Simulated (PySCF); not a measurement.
These 3 structures share the formula C6H13F. Method used: PBE0-D3(BJ)/def2-SVP geometry optimisation, gas phase (PySCF). One conformer each; no zero-point energy, no entropy. No frequencies were run at this level. Point groups hold within 0.08 Å.

Question: Rank from lowest to highest electronic energy at this level (kcal/mol).
A. `[CH3:1][CH:2]([CH3:3])[CH2:4][CH2:5][CH2:6][F:7]` with C1–C2–C4–C5 -61°, C2–C4–C5–C6 -172°, C4–C5–C6–F7 62°
B. `[CH3:1][CH2:2][C:3]([CH3:4])([F:5])[CH2:6][CH3:7]` with C1–C2–C3–C4 175°, C2–C3–C6–C7 -60°
C. `[CH3:1][CH2:2][CH2:3][CH2:4][CH2:5][CH2:6][F:7]` with C1–C2–C3–C4 180°, C2–C3–C4–C5 180°, C3–C4–C5–C6 -178°, C4–C5–C6–F7 60°

Answer: B (0.0), A (6.8), C (7.4).

Neighbours under 2.5 kcal/mol apart (CC(C)CCCF and CCCCCCF) can change places with a better method, another conformer or zero-point energy.

```tsv
SMILES	E (Eh)	E rel (kcal/mol)	dipole (D)	point group	A, B, C (MHz)
CCC(C)(F)CC	-335.70428	0.0	1.73	C1	2683, 2333, 1745
CC(C)CCCF	-335.69337	6.8	1.63	C1	5196, 1146, 996.1
CCCCCCF	-335.69256	7.4	1.63	C1	8494, 818.4, 783.4
```

Question: How do the relative energies change in single points at PBE0/pcSseg-1 (no added dispersion term) on the same geometries?

Answer: 
```csv
SMILES,PBE0-D3(BJ)/def2-SVP (kcal/mol),PBE0/pcSseg-1 (kcal/mol),shift
CCC(C)(F)CC,0.0,0.0,0.0
CC(C)CCCF,6.8,6.3,-0.5
CCCCCCF,7.4,6.5,-0.9
```

Each column counts from its own lowest isomer. The order is unchanged; the largest shift is 0.9 kcal/mol.

Question: As an exercise, what shares would exp(−E/RT) give at 2000 K from these electronic energies alone (no entropy, no degeneracies)?

Answer: RT = 3.974 kcal/mol: CCC(C)(F)CC 74.8 %, CC(C)CCCF 13.4 %, CCCCCCF 11.8 %.
